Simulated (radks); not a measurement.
Values are calculated unless marked as measured or tabulated.
Spherical quantum dot in the effective-mass picture: electrons in a parabolic well V = omega^2 r^2 / 2 with omega = 0.121, with a point charge +1 (a donor) at the centre, all in effective atomic units (hartree* = m*/eps^2 hartree, bohr* = eps/m* bohr), one dielectric constant everywhere. Level of theory: non-relativistic Kohn-Sham, exchange-only LDA, spin-polarised, spherical densities (a radial shooting solver with Libxc functionals). Levels are named by radial order and angular momentum (1s, 1p, 1d, 2s, ...), and open shells are averaged over m. Results are scaled to m* = 0.369 and eps = 16.2, for which hartree* = 38.26 meV and bohr* = 2.323 nm.

N = 21, configuration 1s2 1p6 1d10 2s2 1f(up 1, down 0). This is the lowest configuration that the search found. Occupied levels:

level    occupation  eigenvalue (meV)  <r> (nm)
1s down           1            97.380     7.355
1s up             1            97.409     7.591
2s up             1            99.675     17.25
1p up             3            99.713     19.03
2s down           1            99.823     17.24
1p down           3            99.858     18.74
1d up             5            101.01     20.69
1d down           5            101.20     20.53
1f up             1            102.60     21.96

Energy (meV): total 1195.38, kinetic 69.845, external 275.04, Hartree 941.68, exchange-correlation -91.187.
